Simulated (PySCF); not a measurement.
**Working out the ionisation energy of Re²⁺**

Re²⁺ [Xe] 4f14 5d5 (6S) → Re³⁺ [Xe] 4f14 5d4 (5D). Calculation: PySCF 2.14, in def2-TZVPPD with the def2 core potential (60 electrons); scalar relativity through the core potential. Frozen: nothing. Energies in hartree (1 hartree = 27.21139 eV):

```csv
part,Re²⁺ (lower),Re³⁺ (upper)
UHF,-76.741838,-75.742189
MP2 opposite-spin,-0.166341,-0.155902
MP2 same-spin,-0.100679,-0.079357
```

What does Hartree-Fock give?

(-75.742189) − (-76.741838) = 0.999649 hartree = 27.202 eV.

What do MP2 and SCS-MP2 (6/5 opposite-spin, 1/3 same-spin) give?

The opposite-spin parts differ by 0.284 eV and the same-spin parts by 0.580 eV. MP2: 27.202 + (0.284) + (0.580) = 28.066 eV. SCS-MP2: 27.202 + 1.2 × (0.284) + (0.580)/3 = 27.736 eV.

Reference: 27 ± 1.6 eV (theoretical estimate listed by NIST; NIST Atomic Spectra Database, ionization energies), between the lowest levels; spin-orbit coupling is absent from the calculation.

What remains against the reference includes basis incompleteness and correlation beyond second order.
